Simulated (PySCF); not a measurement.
Excitation energy of B⁺ by level of theory

B⁺ [He] 2s2 (1S) → B⁺ [He] 2p2 (3P), as a difference of total energies. All numbers are calculated (PySCF 2.14, scalar relativity by spin-free X2C-1e, in x2c-QZVPPall with one added diffuse shell each of s, p, d, f type (8s5p4d3f1g, 73 functions)). Correlated levels: valence: 1s2 frozen; valence and next inner shell: nothing frozen. The calculations carry no spin-orbit coupling.

```
                                method  excitation energy (eV)
                                   UHF                  10.959
                                   LDA                   9.981
                                   PBE                  10.022
                                  PBE0                  10.427
                                r2SCAN                  10.124
                                  BP86                  10.120
                                  TPSS                  10.347
                                M06-2X                  11.257
                                B2PLYP                  11.125
                         MP2 (valence)                  11.788
                     SCS-MP2 (valence)                  12.122
    MP2 (valence and next inner shell)                  11.725
SCS-MP2 (valence and next inner shell)                  12.079
```

Errors of the correlated levels include the incompleteness of this basis and the frozen core.

**Question.** Which method comes closest to the reference value, and which is furthest?

**Answer.** The reference is 12.265 eV (measured; NIST levels, between the centres of gravity of the two terms). Closest: SCS-MP2 (valence) (error -0.143 eV); furthest: LDA (error -2.284 eV).
